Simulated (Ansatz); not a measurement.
The same path of CH6BFOSi (11 atoms, charge 0, multiplicity 1) was run 3 times with different band settings. The coordinate that changes most is the dihedral H6–C1–B2–F3.

Computed with Ansatz 0.2.0, RKS PBE0-D4/def2-mTZVP.

Relaxed end points:

```xyz
11
Properties=species:S:1:pos:R:3
C -0.383 -1.302 1.044
B 0.751 -0.431 0.426
F 2.008 -0.630 0.832
Si 0.464 1.040 -0.966
O -1.120 1.151 -1.473
H -0.968 -0.686 1.742
H -0.017 -2.169 1.599
H -1.099 -1.632 0.285
H 1.243 0.748 -2.200
H 0.943 2.351 -0.423
H -1.757 1.504 -0.846
```

```xyz
11
Properties=species:S:1:pos:R:3
C -0.378 -1.316 1.043
B 0.747 -0.438 0.421
F 2.014 -0.671 0.775
Si 0.449 1.045 -0.957
O -1.156 1.245 -1.361
H -1.234 -0.717 1.370
H -0.039 -1.941 1.873
H -0.781 -1.977 0.263
H 1.131 0.705 -2.236
H 1.033 2.327 -0.452
H -1.720 1.682 -0.718
```

Common settings: spring 5.0 eV/Å²; optimiser quadratic models (default); start path through a guess of the saddle point; force threshold 0.05 eV/Å; iteration limit 60; end points relaxed.

| run | movable images | climbing image |
| --- | --- | --- |
| 1 | 7 | yes |
| 2 | 3 | no |
| 3 | 4 | no |

(1) What does each run give, and how far can it be trusted?

Results:

(1) Run 1: converged after 7 iterations, highest image 0.002 eV above the first end. The highest image is an end point: on this band no image between the ends rises above it.
Run 2: converged after 7 iterations, highest image 0.002 eV above the first end. The highest image is an end point: on this band no image between the ends rises above it. So few images can step over the top or miss a turn of the path.
Run 3: converged after 7 iterations, highest image 0.002 eV above the first end. The highest image is an end point: on this band no image between the ends rises above it.
